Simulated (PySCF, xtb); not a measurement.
heptane (C7H16), SMILES CCCCCCC.

GFN2-xTB run with xtb at its own geometry gives an orbital gap of 12.79 eV and a dipole moment of 0.03 D.

The structure is a stationary point at B3LYP-D3(BJ)/def2-SVP. The values are those of a single conformer.

What does ωB97X/def2-SVP (PySCF) give? (An estimate is asked for; the answer gives what the named calculation found.)

gap 14.97 eV (levels -11.06 and 3.91 eV), dipole 0.05 D.
